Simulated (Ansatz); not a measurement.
`[OH][Ge]([OH])([F])[SiH3]` + `C[SiH](O)[AlH][OH]` → `[OH][GeH]([OH])[SiH3]` + `C[Si](O)(F)[AlH][OH]`  (redistribution)

Calculated with Ansatz (gas phase, PBE0-D4/def2-TZVP geometries, no zero-point term in ΔE). CCSD(T)/CBS is the MP2 limit (def2-TZVPP, def2-QZVPP) plus CCSD(T) − MP2 in def2-TZVPP, frozen cores. DFT in def2-TZVPP. For Ge outer-core shells are correlated without core-valence functions, which leaves a few kJ/mol of doubt a bond. Scalar relativity is left out up to krypton. Each species was taken in one conformer, which may not be the lowest.

| level | ΔE (kJ/mol) |
| --- | --- |
| ωB97M-V | -66.6 |
| PBE0 | -64.2 |
| MP2/def2-TZVPP | -65.3 |
| SCS-MP2/def2-QZVPP | -65.4 |

Task: What does CCSD(T)/CBS give? (An estimate is asked.)

Result: The calculation gave: -68.0 kJ/mol. The listed levels differ from it by 1.4, 3.8, 2.7, 2.6 kJ/mol.

Largest T1 diagnostic among the species: 0.013.

CCSD(T)/CBS has its own doubt, a few kJ/mol and more with outer-core shells, so smaller differences from it don't rank the levels.
